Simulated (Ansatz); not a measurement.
A structure relaxed at r2SCAN-D4/def2-SVP in Ansatz, charge 0, singlet:

```xyz
9

Te   -0.6079   -1.4464    0.8365
Si   -1.6422    0.2599   -0.6880
H    -0.9712    0.2589   -2.0220
H    -1.5460    1.6294   -0.1004
H    -3.0741   -0.1261   -0.8414
Si    1.6243   -0.3033    0.7130
H     2.5549   -1.1031    1.5602
H     1.5361    1.0932    1.2351
H     2.1260   -0.2624   -0.6931
```

(1) Give its formula, name or SMILES and point group.

(2) Summarise the bond lengths by kind (pairs closer than 1.2 times the sum of covalent radii, bridged metal pairs left out).

## Answers

(1) Te(SiH3)2 (Si2TeH6). Point group C2v (tolerance 0.1 Å).

(2) 2 × Si–Te 2.51 Å; 6 × H–Si 1.49 Å.

In the def2 sets Te takes a core potential; there is no spin–orbit coupling.
